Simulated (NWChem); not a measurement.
Program: NWChem. System: CH$_{4}$Si, charge 0, spin multiplicity 3, at the geometry of a parent with another charge or spin, in a state set for the comparison that need not be this species' ground state. Its SCF solution wasn't tested for a lower state. Level: UMP2/def2-TZVP, 6 core orbitals frozen.

Input file:

```
start mol
memory heap 200 mb stack 900 mb global 1100 mb
geometry units angstroms nocenter noautoz
  C      0.000000     0.000000    -1.156933
  Si     0.000000     0.000000     0.550682
  H      0.926618     0.000000    -1.737869
  H     -0.926618     0.000000    -1.737869
  H     -1.249623     0.000000     1.353895
  H      1.249623     0.000000     1.353895
  symmetry group C2v
end
basis spherical
  * library def2-tzvp
end
scf
  uhf
  nopen 2
  maxiter 100
  thresh 1e-7
  semidirect memsize 60000000 filesize 0
  # guess.movecs holds the orbitals of an unrestricted PBE0 run
  vectors input guess.movecs output mol.movecs
end
mp2
  freeze core 6
end
task mp2 energy
```

NWChem printed:

```
             Northwest Computational Chemistry Package (NWChem) 7.3.0
             --------------------------------------------------------

                                NWChem Input Module
                                -------------------

 Scaling coordinates for geometry "geometry" by  1.889725989
 (inverse scale =  0.529177249)

 Turning off AUTOSYM since
 SYMMETRY directive was detected!

                             Geometry "geometry" -> ""
                             -------------------------

 Output coordinates in angstroms (scale by  1.889725989 to convert to a.u.)

  No.       Tag          Charge          X              Y              Z
 ---- ---------------- ---------- -------------- -------------- --------------
    1 C                    6.0000     0.00000000     0.00000000    -1.15693300
    2 Si                  14.0000     0.00000000     0.00000000     0.55068200
    3 H                    1.0000     0.92661800     0.00000000    -1.73786900
    4 H                    1.0000    -0.92661800     0.00000000    -1.73786900
    5 H                    1.0000    -1.24962300     0.00000000     1.35389500
    6 H                    1.0000     1.24962300     0.00000000     1.35389500

 Effective nuclear repulsion energy (a.u.)      51.1946243680

            Nuclear Dipole moment (a.u.)
            ----------------------------
        X                 Y               Z
 ---------------- ---------------- ----------------
     0.0000000000     0.0000000000     0.0000037795

      Symmetry information
      --------------------

 Group name             C2v
 Group number             16
 Group order               4
 No. of unique centers     4

      Symmetry unique atoms

     1    2    3    5


 Summary of "ao basis" -> "" (spherical)
 ------------------------------------------------------------------------------
       Tag                 Description            Shells   Functions and Types
 ---------------- ------------------------------  ------  ---------------------
 *                         def2-tzvp                  on all atoms

 Summary of "ao basis" -> "ao basis" (spherical)
 ------------------------------------------------------------------------------
       Tag                 Description            Shells   Functions and Types
 ---------------- ------------------------------  ------  ---------------------
 C                         def2-tzvp                11       31   5s3p2d1f
 Si                        def2-tzvp                13       37   5s5p2d1f
 H                         def2-tzvp                 4        6   3s1p

                                 NWChem SCF Module
                                 -----------------

  ao basis        = "ao basis"
  functions       =    92
  atoms           =     6
  alpha electrons =    13
  beta  electrons =    11
  charge          =   0.00
  wavefunction    = UHF
  use symmetry    = T
  symmetry adapt  = T

 Summary of "ao basis" -> "ao basis" (spherical)
 ------------------------------------------------------------------------------
       Tag                 Description            Shells   Functions and Types
 ---------------- ------------------------------  ------  ---------------------
 C                         def2-tzvp                11       31   5s3p2d1f
 Si                        def2-tzvp                13       37   5s5p2d1f
 H                         def2-tzvp                 4        6   3s1p

      Symmetry analysis of basis
      --------------------------

        a1         40
        a2          8
        b1         26
        b2         18

 Forming initial guess at       0.1s

   Symmetry analysis of molecular orbitals - initial alpha
   -------------------------------------------------------

  Numbering of irreducible representations:

     1 a1          2 a2          3 b1          4 b2

  Orbital symmetries:

     1 a1          2 a1          3 a1          4 b2          5 b1
     6 a1          7 a1          8 a1          9 b1         10 a1
    11 b1         12 b2         13 b2         14 a1         15 a1
    16 b1         17 b1         18 a1         19 a1         20 b2
    21 a2         22 b1         23 a1

   Symmetry analysis of molecular orbitals - initial beta
   ------------------------------------------------------

  Numbering of irreducible representations:

     1 a1          2 a2          3 b1          4 b2

  Orbital symmetries:

     1 a1          2 a1          3 a1          4 a1          5 b1
     6 b2          7 a1          8 a1          9 b1         10 a1
    11 b1         12 b2         13 b2         14 a1         15 a1
    16 b1         17 b1         18 a1         19 a1         20 b1
    21 a1         22 b2         23 a2

 Starting SCF solution at       0.1s

 ----------------------------------------------
         Quadratically convergent UHF

 Convergence threshold     :          1.000E-07
 Maximum no. of iterations :          100
 Integral*density screening:          1.000E-09
 ----------------------------------------------

              iter       energy          gnorm     gmax       time
             ----- ------------------- --------- --------- --------
                 1     -329.0093471188  5.14D-01  2.05D-01      1.2
                 2     -329.0202387364  6.00D-02  9.35D-03      1.3
                 3     -329.0210269950  3.12D-03  6.87D-04      1.5
                 4     -329.0210317828  1.03D-05  2.23D-06      1.7
                 5     -329.0210317828  8.87D-09  2.60D-09      2.0

       Final UHF  results
       ------------------

         Total SCF energy =   -329.021031782817
[...]
     6      0.292108  1 C  px                 9      0.231210  1 C  px
    70      0.228661  3 H  s                 76     -0.228661  4 H  s

 Vector   10  Occ=1.000000D+00  E=-5.068784D-01  Symmetry=a1
              MO Center=  2.6D-14, -9.9D-16, -5.5D-02, r^2= 2.7D+00
   Bfn.  Coefficient  Atom+Function         Bfn.  Coefficient  Atom+Function
  ----- ------------  ---------------      ----- ------------  ---------------
     8      0.271040  1 C  pz                48     -0.259873  2 Si pz
    11      0.229561  1 C  pz                82     -0.152114  5 H  s
    88     -0.152114  6 H  s

 Vector   11  Occ=1.000000D+00  E=-4.809073D-01  Symmetry=b1
              MO Center= -1.6D-14, -2.6D-15,  1.0D+00, r^2= 2.5D+00
   Bfn.  Coefficient  Atom+Function         Bfn.  Coefficient  Atom+Function
  ----- ------------  ---------------      ----- ------------  ---------------
    46      0.270128  2 Si px                82     -0.246827  5 H  s
    88      0.246827  6 H  s

 Vector   12  Occ=0.000000D+00  E= 2.028892D-02  Symmetry=b2
              MO Center=  9.9D-15, -7.7D-14, -2.8D-01, r^2= 3.3D+00
   Bfn.  Coefficient  Atom+Function         Bfn.  Coefficient  Atom+Function
  ----- ------------  ---------------      ----- ------------  ---------------
    50      0.445177  2 Si py                13      0.307411  1 C  py
     7      0.179913  1 C  py                47      0.158564  2 Si py

 Vector   13  Occ=0.000000D+00  E= 1.374556D-01  Symmetry=a1
              MO Center=  1.6D-16,  1.2D-14,  4.6D-02, r^2= 8.3D+00
   Bfn.  Coefficient  Atom+Function         Bfn.  Coefficient  Atom+Function
  ----- ------------  ---------------      ----- ------------  ---------------
     5      4.711759  1 C  s                 36     -2.549800  2 Si s
    51      2.494467  2 Si pz                71     -1.074276  3 H  s
    77     -1.074276  4 H  s                 14      0.783710  1 C  pz
    48      0.497173  2 Si pz                83     -0.416726  5 H  s
    89     -0.416726  6 H  s                 59     -0.383806  2 Si d  0

 Vector   14  Occ=0.000000D+00  E= 1.508157D-01  Symmetry=b2
              MO Center=  2.9D-15,  5.4D-14, -8.9D-03, r^2= 5.2D+00
   Bfn.  Coefficient  Atom+Function         Bfn.  Coefficient  Atom+Function
  ----- ------------  ---------------      ----- ------------  ---------------
    50      1.010914  2 Si py                13     -0.891756  1 C  py
     7     -0.201950  1 C  py

 center of mass
 --------------
 x =   0.00000000 y =   0.00000000 z =   0.03217252

 moments of inertia (a.u.)
 ------------------
         122.543171758516           0.000000000000           0.000000000000
           0.000000000000         139.963655224947           0.000000000000
           0.000000000000           0.000000000000          17.420483466431

  Mulliken analysis of the total density
  --------------------------------------

    Atom       Charge   Shell Charges
 -----------   ------   -------------------------------------------------------
    1 C    6     6.38   0.85  1.12  0.49  0.73  0.09  1.23  1.43  0.42  0.01  0.02  0.00
    2 Si  14    13.92   2.00  0.58  1.39  0.79  0.44  4.12  1.72  0.55  1.42  0.62  0.12  0.13  0.03
    3 H    1     0.85   0.26  0.48  0.09  0.02
    4 H    1     0.85   0.26  0.48  0.09  0.02
    5 H    1     1.00   0.23  0.54  0.22  0.01
    6 H    1     1.00   0.23  0.54  0.22  0.01

  Mulliken analysis of the alpha density
  --------------------------------------

    Atom       Charge   Shell Charges
 -----------   ------   -------------------------------------------------------
    1 C    6     3.75   0.43  0.56  0.26  0.39  0.05  0.79  0.96  0.29  0.00  0.01  0.00
    2 Si  14     7.60   1.00  0.29  0.69  0.41  0.27  2.07  0.85  0.32  0.98  0.54  0.06  0.08  0.01
    3 H    1     0.38   0.12  0.22  0.03  0.01
    4 H    1     0.38   0.12  0.22  0.03  0.01
    5 H    1     0.44   0.10  0.24  0.09  0.01
    6 H    1     0.44   0.10  0.24  0.09  0.01

   Mulliken analysis of the beta density
   -------------------------------------

    Atom       Charge   Shell Charges
 -----------   ------   -------------------------------------------------------
    1 C    6     2.64   0.43  0.56  0.23  0.34  0.04  0.43  0.47  0.13  0.01  0.01  0.00
    2 Si  14     6.32   1.00  0.29  0.70  0.38  0.17  2.05  0.87  0.23  0.44  0.07  0.06  0.05  0.01
    3 H    1     0.46   0.14  0.26  0.05  0.01
    4 H    1     0.46   0.14  0.26  0.05  0.01
    5 H    1     0.56   0.12  0.30  0.13  0.00
    6 H    1     0.56   0.12  0.30  0.13  0.00

   Mulliken analysis of the spin density
   -------------------------------------

    Atom       Charge   Shell Charges
 -----------   ------   -------------------------------------------------------
    1 C    6     1.11   0.00 -0.00  0.03  0.05  0.02  0.36  0.49  0.16 -0.00  0.01 -0.00
    2 Si  14     1.28   0.00  0.00 -0.00  0.03  0.10  0.02 -0.02  0.09  0.54  0.47  0.01  0.04  0.00
    3 H    1    -0.08  -0.01 -0.05 -0.02  0.01
    4 H    1    -0.08  -0.01 -0.05 -0.02  0.01
    5 H    1    -0.12  -0.02 -0.06 -0.04  0.00
    6 H    1    -0.12  -0.02 -0.06 -0.04  0.00

       Multipole analysis of the density wrt the origin
       ------------------------------------------------

     L   x y z        total         alpha         beta         nuclear
     -   - - -        -----         -----         ----         -------
     0   0 0 0     -0.000000    -13.000000    -11.000000     24.000000

     1   1 0 0     -0.000000     -0.000000     -0.000000      0.000000
     1   0 1 0     -0.000000     -0.000000     -0.000000      0.000000
     1   0 0 1     -0.637193      0.083234     -0.720431      0.000004

     2   2 0 0    -15.710164    -17.310236    -15.685155     17.285227
     2   1 1 0      0.000000     -0.000000      0.000000      0.000000
     2   1 0 1      0.000000      0.000000     -0.000000      0.000000
     2   0 2 0    -17.871554    -13.257394     -4.614159      0.000000
     2   0 1 1     -0.000000     -0.000000      0.000000      0.000000
     2   0 0 2    -16.348704    -51.500317    -43.350785     78.502399

                   NWChem MP2 Semi-direct Energy/Gradient Module
                   ---------------------------------------------

  Basis functions       =     92
  Molecular orbitals    =     92
  Frozen core           =      6
  Frozen virtuals       =      0
  Active alpha occupied =      7
  Active beta occupied  =      5
  Active alpha virtual  =     79
  Active beta virtual   =     81
  Use MO symmetry       = T
  Use skeleton AO sym   = T

  AO/Fock/Back tols     =   1.0D-09  1.0D-09  1.0D-09

 GA uses MA = F    GA memory limited = T

 Available:
  local mem=  1.26D+08
 global mem=  1.44D+08
 local disk=  0.00D+00
  mp2_memr nvloc                    79
  nvloc new                    79
   1 passes of   7:        5242880                      44905                   8009162.
   1 passes of   7: M    126149733           G      144162272           F     120906853.

 Semi-direct pass number   1 of   1  for UHF alpha       at        2.1s
  vrange nnbf                  4252
  mp2_eaftype                    30  avail_ma_in_mb                  1099
 EAF : mp2_eaftype filesize          30    4004581.
  mp2_eaf for mointskh                     30
Node 0 wrote     18.8 Mb in      0.0 s     Agg I/O rate:  1979.8 Mb/s
 Done moints_semi at        4.3s
  mp2_eaftype                    30  avail_ma_in_mb                  1069
 EAF : mp2_eaftype filesize          30    4004581.
  mp2_eaf for kh                    30
 Done maket at        4.4s
 Done multipass loop at        4.4s

 GA uses MA = F    GA memory limited = T

 Available:
  local mem=  1.26D+08
 global mem=  1.44D+08
 local disk=  0.00D+00
  mp2_memr nvloc                    81
  nvloc new                    81
   1 passes of   5:        5242880                      37508                   5869556.
   1 passes of   5: M    126149733           G      144162272           F     120906853.

 Semi-direct pass number   1 of   1  for UHF beta        at        4.4s
  vrange nnbf                  4252
  mp2_eaftype                    22  avail_ma_in_mb                  1099
 EAF : mp2_eaftype filesize          22    2934778.
  mp2_eaf for mointskh                     22
Node 0 wrote     13.8 Mb in      0.0 s     Agg I/O rate:  2054.5 Mb/s
 Done moints_semi at        6.6s
  mp2_eaftype                    22  avail_ma_in_mb                  1077
 EAF : mp2_eaftype filesize          22    2934778.
  mp2_eaf for kh                    22
 Done maket at        6.7s
 Done multipass loop at        6.7s

          -------------------------------------------
          SCF energy                -329.021031782817
          Correlation energy          -0.241340145744
          Singlet pairs                0.000000000000
          Triplet pairs                0.000000000000
          Total MP2 energy          -329.262371928561
          -------------------------------------------

          ---------------------------------------------------
                    Spin Component Scaled (SCS) MP2
          Same spin pairs                     -0.048706904497
          Same spin scaling factor             0.333333333333
          Opposite spin pairs                 -0.192633241247
          Opposite spin scaling fact.          1.200000000000
          SCS-MP2 correlation energy          -0.247395524329
          Total SCS-MP2 energy              -329.268427307146
          ---------------------------------------------------

 -----------------------
 Performance information
 -----------------------

 Timer overhead =  1.56D-07 seconds/call

               Nr. of calls         CPU time (s)                 Wall time (s)                GFlops
             ---------------    -------------------     ------------------------------   -------------------
Name         Min   Avg   Max    Min     Avg     Max     Min     Avg     Max   Mx/calls   Min     Max     Sum
mp2: moin     2     2     2    4.4     4.4     4.4      4.4     4.4     4.4     2.2      0.0     0.0     0.0
mp2: make     2     2     2   0.11    0.11    0.11     0.11    0.11    0.11    5.60E-2   0.0     0.0     0.0
mp2: tota     1     1     1    4.6     4.6     4.6      4.6     4.6     4.6     4.6      0.0     0.0     0.0

 The average no. of pstat calls per process was 5.00D+00
 with a timing overhead of 7.79D-07s

 Task  times  cpu:        6.6s     wall:        6.6s

 Total times  cpu:        6.7s     wall:        6.7s
```
